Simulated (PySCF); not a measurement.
C3H8OSi2, SMILES C1[SiH2][Si@@H](C=1)OC.

The structure is a stationary point at B3LYP-D3(BJ)/def2-SVP. The structure was generated by enumeration; whether it is a known compound was not checked. Other conformers were not sampled.

Level of theory: PBE/def2-TZVP run with PySCF.

Isolated molecule, no solvent.

Computed frontier levels, gap, dipole moment and polarisability:
```
Property                                                                                                         Value
---------------------------------------------------------------------------------------------  -----------------------
highest occupied level                                                                                        -6.25 eV
lowest empty level                                                                                            -1.81 eV
orbital gap                                                                                                    4.44 eV
dipole moment                                                                                                   1.25 D
quadrupole, principal values (traceless, Buckingham form, about the centre of nuclear charge)    -5.93, 0.17, 5.75 D·Å
mean static polarisability                                                                       94.7 bohr³ (14.04 Å³)
polarisability, principal values                                                               73.8, 89.7, 120.7 bohr³
```
